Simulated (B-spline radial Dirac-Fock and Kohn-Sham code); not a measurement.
**K-shell conversion coefficients at 2000 keV, Sn to Tm**

These are calculated numbers from an atomic code on a B-spline grid; the model is a Dirac-Hartree-Slater potential of the neutral atom with a Latter tail (no hole, which puts coefficients of high multipoles low close above an edge), finite nucleus with surface currents. Subshells within 1 keV of threshold and pair formation are left out.

```csv
Z,element,E1,E2,E4,M1,M3
50,Sn,0.000146,0.000281,0.000778,0.000310,0.00105
51,Sb,0.000155,0.000298,0.000830,0.000333,0.00113
52,Te,0.000163,0.000317,0.000885,0.000356,0.00122
53,I,0.000172,0.000336,0.000942,0.000381,0.00132
54,Xe,0.000182,0.000356,0.00100,0.000408,0.00142
55,Cs,0.000191,0.000377,0.00107,0.000436,0.00153
56,Ba,0.000201,0.000399,0.00113,0.000466,0.00165
57,La,0.000212,0.000422,0.00120,0.000498,0.00177
58,Ce,0.000223,0.000446,0.00128,0.000532,0.00190
59,Pr,0.000234,0.000471,0.00136,0.000568,0.00205
60,Nd,0.000246,0.000497,0.00144,0.000607,0.00220
61,Pm,0.000258,0.000525,0.00152,0.000647,0.00236
62,Sm,0.000270,0.000553,0.00161,0.000689,0.00253
63,Eu,0.000283,0.000583,0.00171,0.000735,0.00271
64,Gd,0.000297,0.000614,0.00181,0.000783,0.00291
65,Tb,0.000311,0.000648,0.00191,0.000838,0.00312
66,Dy,0.000325,0.000681,0.00202,0.000890,0.00334
67,Ho,0.000340,0.000717,0.00214,0.000950,0.00357
68,Er,0.000356,0.000755,0.00226,0.00101,0.00383
69,Tm,0.000372,0.000794,0.00239,0.00108,0.00410
```
